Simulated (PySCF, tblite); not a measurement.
A database entry of computed molecular properties. Lists by class give the value and the number of equivalent atoms.

```json
{
 "formula": "C3H11NOSi4",
 "smiles": "C#C[Si@@H]1O[SiH2]N(C)[Si@@H]1[SiH3]",
 "charge": 0,
 "multiplicity": 1,
 "geometry_level": "GFN2-xTB",
 "atoms_angstrom": [
  ["C", 3.845, 1.21, -0.544],
  ["C", 3.073, 0.339, -0.241],
  ["Si", 1.862, -0.977, 0.255],
  ["O", 1.163, -1.537, -1.126],
  ["Si", -0.419, -1.483, -1.487],
  ["N", -1.118, -0.807, -0.056],
  ["C", -2.548, -0.629, 0.017],
  ["Si", -0.083, -0.134, 1.199],
  ["Si", -0.477, 2.145, 1.372],
  ["H", 4.525, 1.967, -0.816],
  ["H", 2.618, -2.136, 0.742],
  ["H", -0.571, -0.612, -2.651],
  ["H", -0.875, -2.855, -1.684],
  ["H", -3.05, -1.376, -0.597],
  ["H", -2.85, 0.362, -0.339],
  ["H", -2.891, -0.74, 1.047],
  ["H", -0.51, -0.859, 2.428],
  ["H", 0.445, 2.755, 2.336],
  ["H", -0.32, 2.893, 0.117],
  ["H", -1.824, 2.484, 1.855]
 ],
 "electronic_structure_code": "PySCF",
 "results": {
  "GFN2-xTB geometry": {
   "point_group": "C1",
   "rotational_constants_GHz": [0.964, 0.796, 0.508]
  },
  "PBE0/pcSseg-1 ground state and GIAO shieldings, non-relativistic": {
   "dipole_D": 1.27,
   "homo_eV": -6.8,
   "lumo_eV": -0.95,
   "shift_vs_computed_TMS_C_by_class_ppm": [
    [104.8, 1],
    [91.1, 1],
    [31.3, 1]
   ],
   "shift_vs_computed_TMS_H_by_class_ppm": [
    [5.83, 1],
    [5.24, 1],
    [5.09, 1],
    [5.0, 1],
    [3.59, 3],
    [2.86, 3],
    [2.22, 1]
   ],
   "shielding_other_nuclei_by_class_ppm": [
    ["N", 256.4, 1],
    ["O", 279.8, 1],
    ["Si", 370.3, 1],
    ["Si", 376.4, 1],
    ["Si", 395.2, 1],
    ["Si", 471.4, 1]
   ],
   "charges_hirshfeld_e_by_atom": [-0.08, -0.16, 0.36, -0.31, 0.42, -0.27, -0.07, 0.22, 0.2, 0.1, -0.07, -0.09, -0.08, 0.05, 0.04, 0.04, -0.08, -0.08, -0.07, -0.07]
  },
  "GFN2-xTB harmonic vibrations, gas phase": {
   "strongest_ir_bands_cm-1_km_per_mol_modes": [
    [712.2, 336.7, 1],
    [777.9, 728.1, 1],
    [972.0, 547.2, 1],
    [1994.2, 373.5, 1],
    [2190.1, 346.0, 1],
    [2257.3, 500.6, 1]
   ],
   "zpe_kcal_per_mol": 77.7
  }
 }
}
```

A dipole of 1.27 D is allowed in C1, and pure rotational transitions are dipole-allowed. The rotational constants make it an asymmetric top with κ = (2B − A − C)/(A − C) = 0.26, nearer the oblate limit (+1). The dipole equals about 4.2 × 10⁻³⁰ C·m (1 D = 3.33564 × 10⁻³⁰ C·m). The zero-point energy, half the sum of the 54 harmonic wavenumbers, equals 27160 cm⁻¹ or 325 kJ/mol.

One conformer (not necessarily the lowest) at the GFN2-xTB geometry, without solvent or vibrations. NMR classes are plain means over equivalent atoms (diastereotopic ones count apart unless rotation or inversion swaps them), as if these changed places fast; in this geometry the members of some classes differ.
